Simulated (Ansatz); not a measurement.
Isomers of Hg3TeBr4 (singlet), relaxed with PBE-D4/def2-SVP; total energies from Ansatz at PBE0-D4/def2-TZVP.

```csv
isomer,description,energy (Eh)
A,point group not assigned; 4 × Br–Hg 2.46 to 2.49 Å; 2 × Hg–Te 2.68 to 2.69 Å,-11024.20721
B,point group not assigned; 6 × Br–Hg 2.47 to 3.01 Å; 3 × Hg–Te 2.76 to 2.78 Å,-11024.20160
```

In the def2 sets Hg, Te take a core potential; there is no spin–orbit coupling.

The isomers come from a short search, and lower ones may exist.

Work out the relative energies (1 Eh = 2625.5 kJ/mol) and the Boltzmann populations at 800 K from electronic energies alone (R = 8.314 J/mol/K).

ΔE: A 0.0, B 14.7 kJ/mol. RT = 6.65 kJ/mol. Factors exp(−ΔE/RT): A 1, B 0.11; sum 1.110. Populations: A 90.1 %, B 9.9 %. Zero-point energy, vibrational entropy and symmetry numbers are left out and can shift these; an error of 4 kJ/mol changes a ratio by a factor of 1.8. Over the other density-functional and correlated levels in def2 sets, the gap between A and B ranges from 10 to 12 kJ/mol.
